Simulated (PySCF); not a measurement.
Compounds:

A. SMILES [SiH3]NN=C1CCCCC1
B. SMILES C#C[Si@](O)(P)O[SiH3]
C. SMILES C=CC(=C)NC=O

Spectrum 1. 1H NMR (400 MHz, computed): δ 4.82 (s, 3H), 4.58 (br s, 1H), 2.28 (m, 2H), 2.01 (m, 2H), 1.65 (m, 2H), 1.60 (m, 2H), 1.55 (m, 2H). 13C{1H} NMR (computed): δ 145.8 (C), 42.0 (CH2), 32.4 (CH2), 31.0 (CH2), 30.8 (CH2), 24.0 (CH2).

Spectrum 2. 1H NMR (400 MHz, computed): δ 8.52 (d, 1H), 7.17 (br s, 1H), 6.35 (m, 1H), 6.30 (br, 1H), 5.32 (m, 1H), 5.15 (br s, 1H), 5.10 (m, 1H). 13C{1H} NMR (computed): δ 159.8 (CH), 143.3 (CH), 142.4 (C), 115.2 (CH2), 111.4 (CH2).

Spectrum 3. 1H NMR (400 MHz, computed): δ 5.10 (s, 3H), 2.43 (br s, 1H), 1.92 (s, 1H), 1.27 (m, 2H). 13C{1H} NMR (computed): δ 98.1 (CH), 91.7 (C).

How the numbers were obtained: GIAO PBE0/pcSseg-1 shieldings, structure optimised with GFN2-xTB, in PySCF 2.14 (no solvent, equivalent nuclei averaged, no relativistic terms, a single conformation).

Shifts are taken against calculated references (same method and geometry level): 1H (31.72 ppm) and 13C (186.93 ppm) against TMS. Splittings of carbon signals by F and P are missing where no couplings were computed. Where no couplings were computed, multiplicities follow the n + 1 count of equivalent neighbours, and m marks all less simple cases (inequivalent or close neighbours, rings, F or P nearby). Acid and N–H amide carbonyl carbons lie up to 10 ppm further downfield in solution (hydrogen bonding). Shifts are as computed. Against solution values, carbons near 30 ppm lie about +3 ppm off and those near 130 ppm about +5 ppm. Of 1211 compounds with measured shifts, 218 miss one by over three times the rms of a fit or turn the order of signals round; such compounds aren't used in these exercises. OH and NH positions are gas-phase values without hydrogen bonding to other molecules.

Q: Which spectrum belongs to which compound?

A: 1–A, 2–C, 3–B.

- Spectrum 1 (A): 6 13C signals; δC 42.0 is an sp3 CH2 in a ring; δC 32.4 is an sp3 CH2 in a ring.
- Spectrum 2 (C): 5 13C signals; δC 159.8 is an amide carbonyl carbon; δC 143.3 is an alkene CH.
- Spectrum 3 (B): 2 13C signals; δC 98.1 is a terminal alkyne carbon; δC 91.7 is an alkyne carbon.
